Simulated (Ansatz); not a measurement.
System: CdTe, charge 0, singlet. CdTe (SMILES [Cd]=[Te]).
B3LYP-D3(BJ)/def2-TZVP minimum from Ansatz (an electronic-structure program):
```xyz
2

Cd     0.0000     0.0000    -1.3440
Te     0.0000     0.0000     1.2406
```
Charge 0, spin multiplicity 1.

Total energies in hartree (Ansatz). UHF or UKS for unpaired electrons; spin-orbit terms are left out. Cores are frozen in correlated methods (noble-gas shells, and filled d and f shells in the p block). Past Kr the def2 sets carry scalar-relativistic core potentials. Spin-orbit terms, left out, reach several kcal/mol for Br and I, and more for heavier atoms. The restricted determinant of CdTe ([Cd]=[Te], singlet) is unstable towards broken spin symmetry in at least one set run.

```csv
species,HF/def2-TZVPP,CCSD(T)/def2-TZVPP,HF/def2-QZVPP,CCSD(T)/def2-QZVPP,CCSDT(Q)/def2-TZVPP
1: CdTe (SMILES [Te]=[Cd]),-433.86874,-434.43682,-433.87253,-434.49398,-434.43762
2: Cd (singlet),-166.88392,-167.31105,-166.88491,-167.34967,-167.31037
3: Te (triplet),-267.00555,-267.11065,-267.00694,-267.12283,-267.11130
```

Problem. Work out the atomisation energy (electronic, to ground-state atoms) in kcal/mol: take Hartree-Fock from def2-QZVPP, extrapolate the CCSD(T) correlation energy as X^-3 (X = 3, 4), and add CCSDT(Q) - CCSD(T) in def2-TZVPP. 1 hartree = 627.51 kcal/mol.

Solution. 
Species 1: correlation (64·(-0.62145) - 27·(-0.56808))/37 = -0.66040; step -0.00080; E1 = -433.87253 + (-0.66040) + (-0.00080) = -434.53373
Species 2: correlation (64·(-0.46476) - 27·(-0.42713))/37 = -0.49222; step +0.00068; E2 = -166.88491 + (-0.49222) + (+0.00068) = -167.37645
Species 3: correlation (64·(-0.11589) - 27·(-0.10510))/37 = -0.12376; step -0.00065; E3 = -267.00694 + (-0.12376) + (-0.00065) = -267.13135
-1·E1 +1·E2 +1·E3 = 0.02593 hartree = 16.3 kcal/mol.
